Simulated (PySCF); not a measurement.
The dipole of `CCCO[C@@H]1C[SiH2]1` from its density and from atomic charges.

Coordinates (GFN2-xTB, Å) and charges (e) from the PBE0/pcSseg-1 density (PySCF):

```tsv
atom	x	y	z	Mulliken	IAO	Hirshfeld	ESP-fitted
C1	3.160	-0.322	-0.011	-0.2867	-0.4200	-0.1152	-0.4644
C2	1.837	-0.226	-0.758	-0.2803	-0.2523	-0.0715	+0.1085
C3	0.700	0.214	0.156	+0.0758	-0.0408	+0.0026	+0.5344
O4	-0.474	0.359	-0.620	-0.4985	-0.3878	-0.1374	-0.5193
C5	-1.598	0.718	0.130	-0.1147	-0.1558	-0.0508	-0.0064
C6	-2.282	-0.394	0.948	-0.4561	-0.5497	-0.1804	-0.6294
Si7	-3.280	0.182	-0.542	+0.5151	+0.6357	+0.2982	+0.2163
H8	3.084	-1.030	0.812	+0.1078	+0.1359	+0.0385	+0.0925
H9	3.440	0.648	0.396	+0.1093	+0.1366	+0.0389	+0.1050
H10	3.949	-0.655	-0.680	+0.1202	+0.1455	+0.0436	+0.1284
H11	1.918	0.492	-1.575	+0.1238	+0.1412	+0.0385	-0.0072
H12	1.578	-1.194	-1.192	+0.1208	+0.1385	+0.0378	+0.0111
H13	0.541	-0.529	0.953	+0.0940	+0.1108	+0.0289	-0.0655
H14	0.945	1.175	0.638	+0.0889	+0.1097	+0.0296	-0.0740
H15	-1.464	1.664	0.658	+0.1161	+0.1271	+0.0330	+0.1261
H16	-1.791	-1.356	0.902	+0.1539	+0.1608	+0.0422	+0.2327
H17	-2.569	-0.135	1.958	+0.1463	+0.1575	+0.0424	+0.2083
H18	-4.407	1.067	-0.303	-0.0765	-0.1033	-0.0637	-0.0182
H19	-3.295	-0.670	-1.712	-0.0590	-0.0896	-0.0552	+0.0214
```

Problem. Form Σ q r in debye for every column and set it beside the full dipole.

Solution. The full density gives (0.06, -0.06, 0.94) D, 0.95 D in size; dipole vectors point from the negative to the positive end.

```csv
scheme,μx,μy,μz,size (D),share of the full size (%),angle to the full dipole (°)
Mulliken,-0.68,-0.19,1.40,1.57,166,30
IAO,-1.10,0.07,0.57,1.24,131,67
Hirshfeld,-0.39,0.02,0.08,0.40,42,83
ESP-fitted,0.07,-0.06,0.96,0.97,102,0
```

Problem. Which set comes closest?

Solution. Length of the difference vector: ESP-fitted 0.02 D, Mulliken 0.88 D, Hirshfeld 0.98 D, IAO 1.23 D. Closest: ESP-fitted. ESP charges are fitted to the potential around the molecule, whose slowest-falling term is the dipole's. The schemes that divide the density aren't constrained to reproduce the dipole.

Problem. What is left for the Hirshfeld atoms' own dipoles?

Solution. The shares of the density sum to the whole, so what Σ q r misses lies in dipoles about the nuclei. The atomic dipoles sum to (0.06, -0.06, 0.94) − (-0.39, 0.02, 0.08) = (0.45, -0.08, 0.86) D, 0.98 D in size.

Problem. With the origin at the mean of the coordinates, (-0.001, 0.000, 0.008) Å, which are the largest single terms, by size, of the IAO dipole along the direction of the full one?

Solution. Si7 -2.39, C6 -2.12, H17 +1.34, O4 +1.27, H11 -1.00 D; all 19 atoms together +0.49 D. The single terms depend on the origin, their sum doesn't.

Problem. Give the size of the full dipole in other units.

Solution. 0.95 D = 0.372 au = 0.197 e·Å = 3.16 × 10⁻³⁰ C·m.

The structure is a single GFN2-xTB conformer in the gas phase; no vibrational or solvent corrections.

These values come from a run that also computed NMR shieldings. The run took 1.9 min wall (with the writing of density and orbital grids) on one thread of an Intel Xeon at 2.50 GHz, shared host, and the process peaked at 0.84 GiB of memory.

The values belong to the conformer `[CH3:1][CH2:2][CH2:3][O:4][C@@H:5]1[CH2:6][SiH2:7]1`: C1–C2–C3–O4 176°, C2–C3–O4–C5 178°, C3–O4–C5–C6 -77°.
